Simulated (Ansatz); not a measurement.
Ligand-field states of Co(SH)2 (CoH2S2) at its r2SCAN-D4/def2-TZVP geometry (relaxed as a quartet).

```xyz
5

Co    0.0019    0.0010   -0.0017
S    -0.8598    0.3982   -1.9420
H    -1.3612   -0.8385   -2.1396
S     0.8579   -0.3977    1.9410
H     1.3613    0.8370    2.1423
```

CASSCF(7,5) on the Co 3d shell in def2-TZVP, averaged with equal weights over 10 quartets and 12 doublets, then SC-NEVPT2; Ansatz, no spin–orbit coupling. The space holds no ligand orbitals and no second d shell, so covalent complexes are described poorly.

Question: Estimate the states' energies above the lowest.

Answer: 
```tsv
state	CASSCF (cm⁻¹)	NEVPT2 (cm⁻¹)
quartet 1	0	0
quartet 2	13	81
quartet 3	1772	2217
quartet 4	1962	2370
quartet 5	2559	3409
quartet 6	2961	4131
quartet 7	3345	4721
quartet 8	17454	14748
quartet 9	19603	17011
quartet 10	22783	21630
doublet 1	18077	16574
doublet 2	18175	16335
doublet 3	18341	16922
doublet 4	18668	17554
doublet 5	18972	17721
doublet 6	19522	18913
doublet 7	19563	18708
doublet 8	20510	19456
doublet 9	20609	19839
doublet 10	22365	20451
doublet 11	22479	20305
doublet 12	23216	19913
```
The lowest NEVPT2 state is a quartet. Hardware: 4 threads of Arm Neoverse V2 on a shared host. Wall time 18 s.
